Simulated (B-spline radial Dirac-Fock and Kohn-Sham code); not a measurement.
**Muonic isotope shifts in gallium**

Model: the Dirac equation of a negative muon with reduced mass in the field of a spherical finite nucleus, with the Uehling potential to all orders; nuclear polarisation, deformation, hyperfine structure, self-energy, higher-order vacuum polarisation, relativistic recoil and electron screening are left out. Program: a radial B-spline solver. Nuclear charge: Fermi distribution (skin thickness 2.3 fm); radii from Angeli and Marinova (2013). Reference ⁷⁴Ga, radius 4.0395 fm: 2p3/2 → 1s1/2 1684 keV, 3d5/2 → 2p3/2 378.3 keV.

```csv
A,radius (fm),δ⟨r²⟩ (fm²),shift 2p3/2 → 1s (keV),shift 3d5/2 → 2p3/2 (keV)
63,3.9308,-0.866,+12.69,-0.05
64,3.939,-0.802,+11.74,-0.04
66,3.9706,-0.552,+8.02,-0.04
68,3.985,-0.437,+6.36,-0.02
69,3.9973,-0.339,+4.91,-0.02
70,3.9998,-0.319,+4.64,-0.01
71,4.0118,-0.223,+3.23,-0.01
72,4.0318,-0.062,+0.87,-0.01
73,4.042,+0.020,-0.32,-0.01
75,4.0472,+0.062,-0.90,0.00
76,4.046,+0.053,-0.73,+0.01
77,4.05,+0.085,-1.18,+0.02
78,4.0453,+0.047,-0.60,+0.03
79,4.0478,+0.067,-0.87,+0.03
80,4.0418,+0.019,-0.14,+0.04
81,4.0441,+0.037,-0.39,+0.05
82,4.0671,+0.224,-3.11,+0.04
```

Values without a named source are computed, but for edge energies of neutral atoms, which are taken from tables.
